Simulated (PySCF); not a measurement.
## C₆ coefficients of unlike pairs at PBE0

Calculated with PySCF 2.14 from the dipole response of each species, C₆(A,B) = (3/π) ∫ α_A(iu) α_B(iu) du, in atomic units, from isotropic polarisabilities. For ions this is the dispersion term alone; charge-induced terms of lower order in 1/R come first.

| species | configuration | basis | relativity | α (bohr³) | C₆ (like pair) |
| --- | --- | --- | --- | --- | --- |
| Ne²⁺ | [He] 2s2 2p4 (3P) | aug-cc-pVDZ-DK (4s3p2d) | spin-free X2C | 0.8412 | 1.073 |
| Kr | [Kr] (1S) | aug-cc-pVDZ-DK (6s5p3d) | spin-free X2C | 15.07 | 115.2 |
| Rh²⁺ | [Kr] 4d7 (4F) | aug-cc-pVTZ-PP with one added diffuse shell each of s, p, d, f, g type with ECP28MDF (7s7p6d4f3g) | core potential | 7.410 | 39.32 |
| Ti²⁺ | [Ar] 3d2 (3F) | aug-cc-pwCVTZ-DK (10s9p7d4f3g) | spin-free X2C | 4.907 | 14.78 |

Task: Estimate C₆ for Ti²⁺ with Rh²⁺.

Result: The integral gives 24.09. The combination rule 2 C_A C_B / (C_A α_B/α_A + C_B α_A/α_B) gives 24.04 and the geometric mean 24.11.

No spin-orbit coupling is included.

The other pairs:

| pair | C₆ |
| --- | --- |
| Kr, Ne²⁺ | 9.648 |
| Rh²⁺, Kr | 65.73 |
| Ti²⁺, Ne²⁺ | 3.791 |
| Rh²⁺, Ne²⁺ | 6.193 |
| Ti²⁺, Kr | 40.33 |
